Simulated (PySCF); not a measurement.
CH7NSi3, SMILES [SiH3][Si@H]1N=C[SiH2]1.

Coordinates come from a B3LYP-D3(BJ)/def2-SVP optimisation. The structure was generated by enumeration; whether it is a known compound was not checked.

These are PBE/def2-TZVP run with PySCF values and carry that method's errors.

Isolated molecule, no solvent.

```json
{
  "total_energy": "-964.99483 hartree",
  "highest_occupied_level": "-5.50 eV",
  "lowest_empty_level": "-2.37 eV",
  "orbital_gap": "3.13 eV",
  "dipole_moment": "1.39 D",
  "quadrupole, principal values (traceless, Buckingham form, about the centre of nuclear charge)": "-5.37, 0.02, 5.35 D·Å",
  "mean_static_polarisability": "107.8 bohr³ (15.98 Å³)",
  "polarisability_principal_values": "88.8, 96.0, 138.7 bohr³"
}
```
